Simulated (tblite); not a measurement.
Record of a relaxation.

Species: 4-cyanopiperidine, C6H10N2.
Bonds: N1–C2 (triple), C2–C3, C3–C4, C4–C5, C5–N6, N6–C7, C7–C8, C3–C8. Hydrogens: H9 on C3; H10, H11 on C4; H12, H13 on C5; H14 on N6; H15, H16 on C7; H17, H18 on C8.

Computed with GFN2-xTB (tblite), gas phase: L-BFGS steps from a force-field or distance-geometry start until the largest atomic force falls under 0.01 eV/Å. 6 of its 66 geometries are shown.

Step 0: E = -645.8941 eV, largest atomic force 2.301 eV/Å
```
atom  x, y, z in Å  |  force x, y, z in eV/Å
N1     -2.355    2.722    0.070    0.628  -0.773  -0.163
C2     -1.625    1.855   -0.137   -0.366   0.446  -0.118
C3     -0.675    0.779   -0.362   -0.665   0.611  -0.452
C4     -1.162   -0.515    0.254   -1.074   0.635   0.974
C5     -0.161   -1.608   -0.045   -1.319  -1.388   0.086
N6      1.192   -1.239    0.113    2.091  -0.906   0.322
C7      1.581    0.057   -0.384   -0.097   0.397   0.053
C8      0.657    1.074    0.293    0.218  -0.680   0.154
H9     -0.502    0.575   -1.445   -0.452   0.600   0.395
H10    -1.196   -0.313    1.358   -0.454  -0.450  -0.718
H11    -2.168   -0.743   -0.156    0.454  -0.142   0.515
H12    -0.418   -2.471    0.631    0.473   0.544  -0.605
H13    -0.408   -1.949   -1.081    0.647   0.093   0.292
H14     1.632   -1.479    1.020   -0.683   0.382  -0.842
H15     1.398    0.103   -1.477    0.384  -0.190   0.349
H16     2.623    0.337   -0.188   -0.091  -0.624   0.034
H17     0.591    0.734    1.351    0.198   0.915  -0.374
H18     0.986    2.087    0.175    0.109   0.529   0.101
```

Step 13: E = -646.4241 eV, largest atomic force 0.371 eV/Å
```
atom  x, y, z in Å  |  force x, y, z in eV/Å
N1     -2.388    2.754    0.057   -0.205   0.228   0.203
C2     -1.656    1.885   -0.047    0.209  -0.264  -0.155
C3     -0.728    0.811   -0.306    0.028   0.028  -0.039
C4     -1.189   -0.531    0.277    0.058  -0.096   0.098
C5     -0.174   -1.634   -0.078    0.143  -0.166  -0.003
N6      1.228   -1.303    0.096    0.109  -0.051   0.075
C7      1.600    0.023   -0.360    0.017  -0.136   0.017
C8      0.679    1.096    0.240    0.119  -0.113  -0.007
H9     -0.666    0.733   -1.399   -0.016  -0.040  -0.083
H10    -1.274   -0.421    1.361    0.003  -0.055   0.051
H11    -2.163   -0.837   -0.109   -0.017   0.154  -0.007
H12    -0.352   -2.522    0.538   -0.166   0.052  -0.115
H13    -0.322   -1.925   -1.127    0.076   0.124   0.045
H14     1.519   -1.413    1.067   -0.201   0.050  -0.133
H15     1.532    0.058   -1.455   -0.047  -0.080   0.093
H16     2.652    0.158   -0.096   -0.095   0.208   0.067
H17     0.655    0.980    1.329    0.098   0.154  -0.034
H18     1.036    2.098   -0.001   -0.114   0.001  -0.072
```

Step 26: E = -646.5475 eV, largest atomic force 0.136 eV/Å
```
atom  x, y, z in Å  |  force x, y, z in eV/Å
N1     -2.376    2.703    0.287    0.080  -0.106   0.028
C2     -1.652    1.851    0.038   -0.044   0.040   0.015
C3     -0.734    0.790   -0.299   -0.023  -0.015  -0.052
C4     -1.178   -0.563    0.285    0.047   0.083  -0.022
C5     -0.163   -1.636   -0.144   -0.053   0.053   0.025
N6      1.204   -1.317    0.216   -0.021  -0.014  -0.023
C7      1.613   -0.025   -0.292    0.025   0.030  -0.012
C8      0.700    1.131    0.140   -0.110  -0.010  -0.038
H9     -0.735    0.695   -1.393   -0.044   0.051  -0.041
H10    -1.217   -0.510    1.377    0.034   0.052  -0.009
H11    -2.180   -0.815   -0.074    0.096  -0.010   0.005
H12    -0.427   -2.589    0.312    0.009  -0.103   0.038
H13    -0.192   -1.764   -1.231   -0.027   0.055  -0.018
H14     1.315   -1.351    1.222   -0.009   0.041   0.109
H15     1.614   -0.101   -1.383   -0.009   0.045  -0.068
H16     2.634    0.173    0.030    0.094  -0.039   0.054
H17     0.747    1.267    1.224   -0.050  -0.059  -0.009
H18     1.019    2.068   -0.327    0.005  -0.094   0.019
```

Step 39: E = -646.5625 eV, largest atomic force 0.030 eV/Å
```
atom  x, y, z in Å  |  force x, y, z in eV/Å
N1     -2.366    2.672    0.371    0.002   0.003   0.025
C2     -1.648    1.840    0.053   -0.017   0.006  -0.012
C3     -0.741    0.789   -0.335    0.007   0.006  -0.009
C4     -1.169   -0.554    0.275   -0.006  -0.011  -0.003
C5     -0.161   -1.631   -0.146    0.006  -0.013   0.000
N6      1.200   -1.317    0.240    0.003  -0.008   0.029
C7      1.621   -0.035   -0.288    0.001  -0.008   0.001
C8      0.692    1.120    0.109    0.025   0.008   0.007
H9     -0.769    0.709   -1.429    0.000   0.012  -0.018
H10    -1.186   -0.466    1.365    0.000  -0.020   0.000
H11    -2.171   -0.825   -0.059   -0.015   0.014  -0.015
H12    -0.432   -2.595    0.289    0.010   0.020   0.013
H13    -0.175   -1.735   -1.237   -0.004  -0.009   0.015
H14     1.273   -1.308    1.254    0.000  -0.012  -0.006
H15     1.644   -0.126   -1.379    0.013   0.017   0.001
H16     2.637    0.166    0.061   -0.011  -0.007  -0.010
H17     0.711    1.255    1.195    0.007  -0.004  -0.014
H18     1.032    2.049   -0.353   -0.021   0.006  -0.005
```

Step 52: E = -646.5639 eV, largest atomic force 0.022 eV/Å
```
atom  x, y, z in Å  |  force x, y, z in eV/Å
N1     -2.360    2.662    0.411    0.000  -0.001   0.006
C2     -1.647    1.837    0.066    0.002   0.007  -0.002
C3     -0.740    0.791   -0.342   -0.015  -0.005  -0.002
C4     -1.171   -0.554    0.263    0.001   0.000  -0.002
C5     -0.161   -1.634   -0.144    0.006   0.007   0.005
N6      1.199   -1.316    0.244    0.002   0.008  -0.001
C7      1.624   -0.036   -0.287   -0.008   0.007  -0.001
C8      0.694    1.123    0.101   -0.020   0.000  -0.004
H9     -0.774    0.722   -1.437    0.004  -0.002   0.000
H10    -1.197   -0.468    1.353   -0.011  -0.001  -0.004
H11    -2.172   -0.820   -0.081    0.008  -0.006  -0.003
H12    -0.432   -2.590    0.309   -0.002  -0.005  -0.001
H13    -0.172   -1.756   -1.232   -0.002   0.002   0.002
H14     1.270   -1.304    1.258   -0.001  -0.005   0.013
H15     1.656   -0.128   -1.377    0.002   0.000   0.001
H16     2.636    0.164    0.070    0.001   0.001  -0.014
H17     0.711    1.264    1.185    0.011   0.001   0.003
H18     1.026    2.050   -0.368    0.020  -0.008   0.004
```

Step 65: E = -646.5642 eV, largest atomic force 0.007 eV/Å
```
atom  x, y, z in Å  |  force x, y, z in eV/Å
N1     -2.356    2.660    0.426    0.001   0.002   0.000
C2     -1.645    1.838    0.071   -0.004   0.000   0.002
C3     -0.741    0.792   -0.343    0.003   0.004  -0.001
C4     -1.174   -0.554    0.258    0.001   0.001  -0.001
C5     -0.158   -1.634   -0.140   -0.002  -0.006   0.001
N6      1.200   -1.314    0.250   -0.001  -0.001   0.003
C7      1.623   -0.036   -0.288   -0.002   0.000   0.001
C8      0.693    1.122    0.099    0.003   0.001   0.004
H9     -0.775    0.727   -1.439   -0.001  -0.002  -0.002
H10    -1.213   -0.468    1.347    0.002   0.001   0.000
H11    -2.170   -0.825   -0.097    0.001   0.001  -0.001
H12    -0.431   -2.588    0.316   -0.002  -0.006  -0.003
H13    -0.167   -1.759   -1.228    0.002  -0.003   0.002
H14     1.272   -1.300    1.263   -0.003   0.006  -0.003
H15     1.650   -0.133   -1.379    0.003   0.000   0.002
H16     2.637    0.166    0.062   -0.001  -0.001  -0.007
H17     0.713    1.264    1.183    0.002   0.001   0.001
H18     1.031    2.048   -0.371   -0.004   0.000   0.003
```

**Question.** Summarise the path.

**Answer.** The energy falls by 64.65 kJ/mol from step 0 to step 65; nine tenths of that is first reached at step 20. It rises by more than 0.2 meV at step 2. The largest force goes from 2.301 to 0.007 eV/Å. Among the bonds C5–N6 changes most, from 1.412 to 1.449 Å; the atoms move by 0.308 Å rms after alignment.

**Question.** Follow the three bonds and two angles with the largest change from start to end.

**Answer.** 
```csv
step,E above end (kJ/mol),largest force (eV/Å),C5–N6 (Å),C5–H12 (Å),C4–H10 (Å),C3–C8–C7 (°),N6–C7–C8 (°)
0,64.65,2.301,1.412,1.127,1.123,102.2,106.4
3,37.89,0.888,1.471,1.083,1.082,103.4,109.0
6,25.46,0.536,1.459,1.096,1.095,104.0,111.7
8,21.25,0.541,1.454,1.090,1.096,104.6,111.2
11,16.37,0.272,1.453,1.093,1.094,105.5,110.1
14,12.39,0.275,1.450,1.093,1.092,106.6,112.0
17,8.51,0.428,1.449,1.090,1.093,107.6,113.4
20,5.78,0.211,1.455,1.097,1.094,107.9,113.0
23,2.88,0.212,1.450,1.093,1.093,107.7,113.3
25,1.94,0.150,1.449,1.089,1.093,107.8,113.8
28,1.03,0.120,1.450,1.093,1.094,108.3,113.6
31,0.55,0.086,1.449,1.094,1.093,108.5,113.3
34,0.36,0.054,1.449,1.091,1.094,108.5,113.5
37,0.20,0.047,1.450,1.092,1.094,108.9,113.5
40,0.15,0.029,1.449,1.092,1.094,109.1,113.3
42,0.12,0.028,1.449,1.092,1.094,109.2,113.3
45,0.10,0.033,1.450,1.092,1.094,109.3,113.3
48,0.07,0.032,1.449,1.092,1.094,109.2,113.3
51,0.04,0.026,1.449,1.092,1.094,109.2,113.3
54,0.02,0.030,1.450,1.092,1.094,109.3,113.4
57,0.01,0.010,1.449,1.092,1.094,109.3,113.4
59,0.01,0.018,1.449,1.092,1.094,109.3,113.4
62,0.00,0.015,1.449,1.092,1.094,109.3,113.4
65,0.00,0.007,1.449,1.092,1.094,109.3,113.3
```

The cost below is that of the whole relaxation. Hardware: Arm Neoverse N1, one thread, no GPU, shared host. Cost: 0.57 s wall.
